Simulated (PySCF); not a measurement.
C4H3FOS, SMILES Oc1cc(F)cs1.

Geometry optimised at PBE-D3(BJ)/def2-SVP. The values are those of a single conformer.

All values below come from PBE-D3(BJ)/def2-SVP (PySCF 2.14.0).

Frequencies are harmonic and unscaled.

```tsv
mode	ν (cm⁻¹)	IR (km/mol)	moving atoms (share of kinetic energy)
1	150	111.3	H 86 %, O 9 %
2	218	1.3	C 49 %, O 22 %, F 20 %, H 9 %
3	276	1.5	C 62 %, S 18 %, F 12 %
4	308	3.1	O 39 %, F 28 %, S 15 %, C 10 %
5	427	4.9	C 30 %, S 23 %, F 22 %, O 14 %, H 11 %
6	482	1.4	C 58 %, H 36 %
7	525	5.7	S 44 %, C 24 %, F 23 %
8	554	3.2	C 35 %, O 32 %, F 29 %
9	598	16.1	C 52 %, H 47 %
10	641	25.4	C 55 %, H 41 %
11	694	12.8	C 48 %, S 27 %, H 14 %, O 11 %
12	755	34.6	H 64 %, C 35 %
13	842	10.6	C 59 %, H 23 %, S 16 %
14	966	19.5	C 57 %, H 37 %
15	1094	72.9	H 71 %, C 23 %
16	1116	47.8	H 52 %, C 35 %, F 11 %
17	1175	2.4	C 48 %, H 38 %, O 10 %
18	1269	205.5	C 45 %, H 33 %, O 20 %
19	1440	151.8	C 86 %, H 9 %
20	1535	45.7	C 91 %
21	1610	167.1	C 90 %
22	3184	1.4	H 91 %, C 9 %
23	3214	9.1	H 91 %, C 9 %
24	3713	89.2	H 94 %
```
